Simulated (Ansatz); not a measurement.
Basis-set series for `B[CH2][AlH][OH]`. The species carries charge 0 and has multiplicity 1. Geometry: relaxed with PBE0-D4/def2-TZVP. It is one conformer, not always the lowest.

```csv
functional,basis,functions,energy (Eh),HOMO (eV),LUMO (eV)
PBE0-D4,def2-SVP,90,-383.79181,-8.18,-1.42
PBE0-D4,def2-TZVPP,219,-384.04727,-8.23,-1.52
ωB97M-V,def2-SVP,90,-383.98383,-10.33,0.46
ωB97M-V,def2-TZVPP,219,-384.24669,-10.41,0.26
```

Give the rows for def2-QZVPP. (Estimate.)

Computed: 
```tsv
functional	basis	functions	energy (Eh)	HOMO (eV)	LUMO (eV)
PBE0-D4	def2-QZVPP	421	-384.06392	-8.24	-1.55
ωB97M-V	def2-QZVPP	421	-384.26253	-10.43	0.13
```

Positive LUMOs are unbound and depend on the basis.
